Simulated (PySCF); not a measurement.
Labels have come off several samples. The candidates:

A. `N[SiH2][Si@@H]1O[C@@H]2CC[C@H]1C2`
B. SMILES [SiH3]O[C@H](/N=C(/C=C)C)[SiH3]
C. `C[SiH2]NC(=O)[C@@H]1CC[SiH2]1`

Spectrum 1. ¹H NMR (500 MHz, computed): δ 6.75 (m, 1H), 6.01 (q, 1H), 5.77 (m, 1H), 5.73 (m, 1H), 4.87 (s, 3H), 3.96 (d, 3H), 2.49 (s, 3H). ¹³C{¹H} NMR (computed): δ 164.4 (C), 153.1 (CH), 124.2 (CH2), 84.8 (CH), 17.2 (CH3).

Spectrum 2. ¹H NMR (500 MHz, computed): δ 5.00 (m, 1H), 4.93 (m, 1H), 4.92 (m, 1H), 4.79 (m, 1H), 3.95 (br s, 1H), 3.47 (m, 1H), 2.64 (m, 1H), 2.28 (m, 1H), 1.55 (m, 1H), 1.49 (m, 1H), 0.04 (m, 3H). ¹³C{¹H} NMR (computed): δ 183.7 (C), 33.7 (CH), 23.0 (CH2), 6.9 (CH2), -6.1 (CH3).

Spectrum 3. ¹H NMR (500 MHz, computed): δ 5.36 (m, 1H), 5.13 (m, 1H), 4.95 (m, 1H), 4.50 (m, 1H), 1.86 (m, 1H), 1.80 (m, 1H), 1.74 (m, 1H), 1.73 (m, 1H), 1.65 (m, 1H), 1.36 (m, 1H), 1.29 (m, 1H), -0.38 (br s, 2H). ¹³C{¹H} NMR (computed): δ 78.8 (CH), 39.3 (CH2), 37.3 (CH2), 30.7 (CH), 26.9 (CH2).

PySCF 2.14 calculation with GFN2-xTB geometry and shieldings: GIAO PBE0/pcSseg-1; no relativistic terms, one conformer, no solvent, one averaged value for each set of equivalent atoms.

Referencing at the same level of theory: TMS for ¹H (σ = 31.72 ppm), ¹³C (σ = 186.93 ppm). Where no couplings were computed, multiplicities follow the n + 1 count of equivalent neighbours, and m marks all less simple cases (inequivalent or close neighbours, rings, F or P nearby). Acid and N–H amide carbonyl carbons lie up to 10 ppm further downfield in solution (hydrogen bonding). Shifts are as computed. Against solution values, carbons near 30 ppm lie about +3 ppm off and those near 130 ppm about +5 ppm. Of 1211 compounds with measured shifts, 218 miss one by over three times the rms of a fit or turn the order of signals round; such compounds aren't used in these exercises. OH and NH positions are gas-phase values without hydrogen bonding to other molecules.

Task: Which spectrum belongs to which compound?

Result: 1–B, 2–C, 3–A.

- Spectrum 1 (B): 5 ¹³C signals; δC 153.1 is an alkene CH; δC 124.2 is a terminal =CH2 carbon.
- Spectrum 2 (C): 5 ¹³C signals; δC 183.7 is an amide carbonyl carbon; δC 33.7 is an sp3 CH bonded to Si, α to a carbonyl.
- Spectrum 3 (A): 5 ¹³C signals; δC 78.8 is an sp3 CH bonded to O; δC 39.3 is an sp3 CH2 in a ring.
